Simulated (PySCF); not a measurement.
Ti³⁺ (titanium, charge +3): UHF calculation

Configuration: [Ar] 3d1, 2D determinant. Computed with PySCF 2.14 in x2c-QZVPPall, with the spin-free X2C one-electron Hamiltonian (Gaussian nucleus).

| Property | Result |
| --- | --- |
| Total energy | -851.103375 hartree |
| One-electron energy | -1142.8244 hartree |
| Hartree (Coulomb) energy | 332.3552 hartree |
| Exchange energy | -40.6342 hartree |
| ⟨S²⟩ | 0.7519 |
| ⟨L²⟩ | 6.020 |
| Sum of ⟨r⟩ | 12.12 bohr |
| Sum of ⟨r²⟩ | 12.92 bohr² |
| Traceless quadrupole moment −½Σ⟨3z² − r²⟩ along its main axis | 0.510 e·bohr² |
| Langevin diamagnetic susceptibility | -10.2 ×10⁻⁶ cm³/mol |

```json
{"shell": "1s β", "electrons": "1", "mean orbital energy (hartree)": "-185.65812", "spread (hartree)": "0", "rms radius, mean of both spins (bohr)": "0.0804"}
{"shell": "1s α", "electrons": "1", "mean orbital energy (hartree)": "-185.65776", "spread (hartree)": "0", "rms radius, mean of both spins (bohr)": "0.0804"}
{"shell": "2s α", "electrons": "1", "mean orbital energy (hartree)": "-22.93173", "spread (hartree)": "0", "rms radius, mean of both spins (bohr)": "0.350"}
{"shell": "2s β", "electrons": "1", "mean orbital energy (hartree)": "-22.91091", "spread (hartree)": "0", "rms radius, mean of both spins (bohr)": "0.350"}
{"shell": "2p α", "electrons": "3", "mean orbital energy (hartree)": "-19.09963", "spread (hartree)": "0.00126", "rms radius, mean of both spins (bohr)": "0.320"}
{"shell": "2p β", "electrons": "3", "mean orbital energy (hartree)": "-19.07831", "spread (hartree)": "0.02740", "rms radius, mean of both spins (bohr)": "0.320"}
{"shell": "3s α", "electrons": "1", "mean orbital energy (hartree)": "-4.14083", "spread (hartree)": "0", "rms radius, mean of both spins (bohr)": "1.06"}
{"shell": "3s β", "electrons": "1", "mean orbital energy (hartree)": "-4.06810", "spread (hartree)": "0", "rms radius, mean of both spins (bohr)": "1.06"}
{"shell": "3p α", "electrons": "3", "mean orbital energy (hartree)": "-3.02542", "spread (hartree)": "0.05104", "rms radius, mean of both spins (bohr)": "1.15"}
{"shell": "3p β", "electrons": "3", "mean orbital energy (hartree)": "-2.93551", "spread (hartree)": "0.07212", "rms radius, mean of both spins (bohr)": "1.15"}
{"shell": "3d α", "electrons": "1", "mean orbital energy (hartree)": "-1.59830", "spread (hartree)": "0", "rms radius, mean of both spins (bohr)": "1.38"}
```

Densities and radii are taken from the X2C orbitals without a picture-change correction, which distorts them close to the nucleus.

Spin-orbit constants ζ (cm⁻¹) from the X2C one-electron operator on these orbitals: bare nucleus, nucleus screened by l(l+1)(2l+1)/3 electrons, and screened by the Breit-Pauli mean field of the electrons.

```
shell   bare  screened nucleus  mean field
   2p  33310             30290       28910
   3p   3761              3419        3241
   3d  325.1             177.3       155.1
```

To first order the Landé constant is A = 155.1 cm⁻¹, so the lowest level has J = 3/2 and lies 0.0288 eV below the centre of the term.
